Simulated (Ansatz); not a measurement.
Molecule: sum formula AlO$_{2}$H$_{3}$, net charge 0, singlet state. 
Geometry from a B3LYP-D3(BJ)/def2-TZVP (Ansatz, a program for electronic structure) optimisation:
```xyz
6

O     -1.5121    -0.2452     0.0971
Al     0.0247     0.4563    -0.0076
O      1.3786    -0.5665    -0.0780
H     -1.6683    -1.1905     0.1195
H      0.1299     2.0173    -0.0351
H      2.2854    -0.2646    -0.1383
```
Charge 0, spin multiplicity 1.

Wanted: vertical triplet-singlet gap (E(triplet) - E(singlet); each state is the SCF solution reached for its spin), in kJ/mol. Valence correlation only, unless marked. Open shells are spin-unrestricted. No spin-orbit coupling. No relativistic terms. Basis-set limits of correlation are two-point, X^-3; Hartree-Fock from the larger set.

```
level                                         program  vertical triplet-singlet gap (kJ/mol)
--------------------------------------------  -------  -------------------------------------
SVWN5/def2-TZVPD                               Ansatz                                  606.9
BHLYP/def2-TZVPD                               Ansatz                                  684.9
B2PLYP/def2-TZVPD                              Ansatz                                  710.1
SCS-MP2/aug-cc-pV(D+d)Z                        Ansatz                                  705.2
CCSD/aug-cc-pV(T+d)Z                           Ansatz                             (withheld)
CCSD(T)/CBS(aug-cc-pV(T+d)Z,aug-cc-pV(Q+d)Z)   Ansatz                             (withheld)
```

Task: Some entries are withheld; supply them.

Result: 
- CCSD/aug-cc-pV(T+d)Z, vertical triplet-singlet gap (kJ/mol): 694.0
- CCSD(T)/CBS(aug-cc-pV(T+d)Z,aug-cc-pV(Q+d)Z), vertical triplet-singlet gap (kJ/mol): 690.7
